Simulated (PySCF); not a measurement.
Isomers of C5H11As, mass 146.008 u with the commonest isotopes. The calculation used PBE0-D3(BJ)/def2-SVP geometry optimisation, gas phase (PySCF). One conformer each, none proved a minimum here; rigid rotors.

Task: Order these by radius of gyration √(Σ m r²/M), smallest first.
A. `[CH2:1]=[CH:2][CH2:3][C@H:4]([CH3:5])[AsH2:6]` with C1–C2–C3–C4 115°, C2–C3–C4–C5 -174°, C3–C4–As6–H 74° and 167°
B. `[CH2:1]=[CH:2][CH2:3][CH2:4][AsH:5][CH3:6]` with C1–C2–C3–C4 115°, C2–C3–C4–As5 62°, C3–C4–As5–C6 167°
C. `[CH3:1][As:2]1[CH2:3][CH2:4][CH2:5][CH2:6]1` with C1–As2–C3–C4 -81°, As2–C3–C4–C5 -41°, C3–C4–C5–C6 51°, C4–C5–C6–As2 -36°

Result: C (1.522 Å), A (1.897 Å), B (1.961 Å).

Task: Order these by out-of-plane moment Σ m c² = (Ia + Ib − Ic)/2, smallest first.
A. `[CH2:1]=[CH:2][CH2:3][CH2:4][AsH:5][CH3:6]` with C1–C2–C3–C4 115°, C2–C3–C4–As5 62°, C3–C4–As5–C6 167°
B. `[CH2:1]=[CH:2][CH2:3][C@H:4]([CH3:5])[AsH2:6]` with C1–C2–C3–C4 115°, C2–C3–C4–C5 -174°, C3–C4–As6–H 74° and 167°
C. `[CH3:1][As:2]1[CH2:3][CH2:4][CH2:5][CH2:6]1` with C1–As2–C3–C4 -81°, As2–C3–C4–C5 -41°, C3–C4–C5–C6 51°, C4–C5–C6–As2 -36°

Result: B (15.45 u·Å²), A (23.80 u·Å²), C (55.81 u·Å²).

Task: Order these by rotational constant C, smallest first.
A. `[CH2:1]=[CH:2][CH2:3][CH2:4][AsH:5][CH3:6]` with C1–C2–C3–C4 115°, C2–C3–C4–As5 62°, C3–C4–As5–C6 167°
B. `[CH2:1]=[CH:2][CH2:3][C@H:4]([CH3:5])[AsH2:6]` with C1–C2–C3–C4 115°, C2–C3–C4–C5 -174°, C3–C4–As6–H 74° and 167°
C. `[CH3:1][As:2]1[CH2:3][CH2:4][CH2:5][CH2:6]1` with C1–As2–C3–C4 -81°, As2–C3–C4–C5 -41°, C3–C4–C5–C6 51°, C4–C5–C6–As2 -36°

Result: A (939.9 MHz), B (990.6 MHz), C (1790 MHz).

```json
{"SMILES": "C=CC[C@H](C)[AsH2]", "point group": "C1", "Ia (u·Å²)": "158.09", "Ib (u·Å²)": "383.01", "Ic (u·Å²)": "510.20", "κ": "-0.70", "μa (D)": "0.22", "μb (D)": "1.08", "μc (D)": "0.03"}
{"SMILES": "C=CCC[AsH]C", "point group": "C1", "Ia (u·Å²)": "80.55", "Ib (u·Å²)": "504.76", "Ic (u·Å²)": "537.70", "κ": "-0.98", "μa (D)": "0.38", "μb (D)": "1.17", "μc (D)": "0.04"}
{"SMILES": "C[As]1CCCC1", "point group": "C1", "Ia (u·Å²)": "137.03", "Ib (u·Å²)": "256.91", "Ic (u·Å²)": "282.32", "κ": "-0.81", "μa (D)": "0.80", "μb (D)": "0.25", "μc (D)": "0.85"}
```
